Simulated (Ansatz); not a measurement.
Calculated with Ansatz (gas phase, PBE0-D4/def2-TZVP geometries, no zero-point term in ΔE). CCSD(T)/CBS is the MP2 limit (def2-TZVPP, def2-QZVPP) plus CCSD(T) − MP2 in def2-TZVPP, frozen cores. This one scheme is used for every species. Functionals use def2-TZVPP. B3LYP here is the variant with VWN-RPA as its local correlation; programs differ in this. HSE06 is defined as in plane-wave codes. Each species was taken in one conformer, which may not be the lowest.

Consider the redistribution: `CCB(S)S` + `C1[SiH2]C[SiH2]1` → `CCBS` + `SC1[SiH2]C[SiH2]1`.

| level | ΔE (kcal/mol) | difference from CCSD(T)/CBS |
| --- | --- | --- |
| LDA (SPW92) | 32.5 | 1.9 |
| PBE-D4 | 31.1 | 0.5 |
| revPBE-D4 | 31.1 | 0.5 |
| BLYP-D4 | 29.9 | -0.7 |
| r2SCAN-D4 | 32.4 | 1.8 |
| B97M-V | 33.2 | 2.6 |
| PBE0-D4 | 31.3 | 0.7 |
| r2SCANh-D4 | 32.3 | 1.7 |
| r2SCAN0-D4 | 32.2 | 1.6 |
| HSE06-D4 | 31.3 | 0.7 |
| BHLYP-D4 | 30.2 | -0.4 |
| CAM-B3LYP-D4 | 30.3 | -0.3 |
| ωB97M-V | 30.7 | 0.1 |
| PBE-QIDH | 31.8 | 1.2 |
| PBE | 30.9 | 0.3 |
| revPBE | 30.2 | -0.4 |
| BLYP | 29.4 | -1.2 |
| r2SCAN | 32.4 | 1.8 |
| PBE0 | 31.2 | 0.6 |
| B3LYP | 29.9 | -0.7 |
| r2SCANh | 32.3 | 1.7 |
| r2SCAN0 | 32.2 | 1.6 |
| HSE06 | 31.2 | 0.6 |
| BHLYP | 30.2 | -0.4 |
| CAM-B3LYP | 30.3 | -0.3 |
| LC-ωPBE | 31.2 | 0.6 |
| RPA@PBE/def2-TZVPP | 29.7 | -0.9 |
| HF/def2-SVP | 31.2 | 0.6 |
| MP2/def2-SVP | 33.7 | 3.1 |
| CCSD/def2-SVP | 32.4 | 1.8 |
| HF/def2-TZVPP | 29.1 | -1.5 |
| MP2/def2-TZVPP | 32.0 | 1.4 |
| SCS-MP2/def2-TZVPP | 30.7 | 0.1 |
| CCSD/def2-TZVPP | 30.7 | 0.1 |
| CCSD(T)/def2-TZVPP | 31.1 | 0.5 |
| HF/def2-QZVPP | 28.7 | -1.9 |
| MP2/def2-QZVPP | 31.7 | 1.1 |
| SCS-MP2/def2-QZVPP | 30.4 | -0.2 |
| MP2/CBS(def2) | 31.6 | 1.0 |
| CCSD/CBS(def2) | 30.3 | -0.3 |
| CCSD(T)/CBS | 30.6 | 0 |

What do rigid-rotor, harmonic-oscillator terms from PBE0-D4/def2-TZVP frequencies (298.15 K, 1 bar) make of the CCSD(T)/CBS value? (Best estimate.)

Ansatz gave: ΔZPE = -1.1 kcal/mol, ΔH = +29.7 kcal/mol, ΔS = 13 J/(mol·K), ΔG = +28.8 kcal/mol. Modes under 50 cm⁻¹ make the entropy rough.

Largest T1 diagnostic among the species: 0.012.

At CCSD(T), def2-SVP lies +1.9 kcal/mol from the extrapolated value and def2-TZVPP +0.5 kcal/mol. In def2-TZVPP, CCSD(T) changes the Hartree–Fock value by +2.0 kcal/mol (the triples alone add +0.3 kcal/mol) and MP2 by +3.0 kcal/mol.
